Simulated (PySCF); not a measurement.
Computed vibrations of [Tb(H2O)]3+

[Tb(H2O)]3+ (singlet in the valence; each metal's 4f electrons, 8 of them, lie in its core potential, out of spins and levels). PySCF 2.14.0, RKS PBE0, Tb lcecp-1-SVP with ECP54, O def2-SVP, H def2-SVP; non-relativistic Hamiltonian with scalar-relativistic core potentials where named; density fitting; no spin-orbit coupling. Central differences of gradients.

```xyz
4

Tb    0.0000    0.0000   -0.2296
O     0.0000    0.0000    1.9557
H     0.7799    0.0000    2.5855
H    -0.7799    0.0000    2.5855
```

Run from Python with OMP_NUM_THREADS=2. Where DIIS fails, smearing, a level shift and second-order steps follow.
It took 11 s on 2 threads of Intel(R) Xeon(R) Platinum 8488C (Sapphire Rapids) (shared host).

**Question.** What are the harmonic wavenumbers and infrared intensities?

**Answer.** Modes are labelled in C2v; negative numbers are unstable modes, those under 60 cm⁻¹ near the noise; a finer grid moves soft modes by up to 10 cm⁻¹.
```json
{"cm⁻¹": "469", "km/mol": "21.6", "symmetry": "a1"}
{"cm⁻¹": "685", "km/mol": "97.8", "symmetry": "b2"}
{"cm⁻¹": "750", "km/mol": "432.6", "symmetry": "b1"}
{"cm⁻¹": "1654", "km/mol": "167.5", "symmetry": "a1"}
{"cm⁻¹": "3393", "km/mol": "822.7", "symmetry": "a1"}
{"cm⁻¹": "3403", "km/mol": "586.1", "symmetry": "b2"}
```

**Question.** Is this a minimum?

**Answer.** Yes. Ideal gas at 298.15 K and 1 bar: S = 275.5 J/(mol K), Cp = 45.6 J/(mol K), H − H(0 K) = 11.1 kJ/mol (rigid rotor, harmonic modes, spin degeneracy alone, that of the 4f electrons in the core included).

An lcecp potential fixes the number of 4f electrons, so in runs with it no electron can move into or out of that shell.
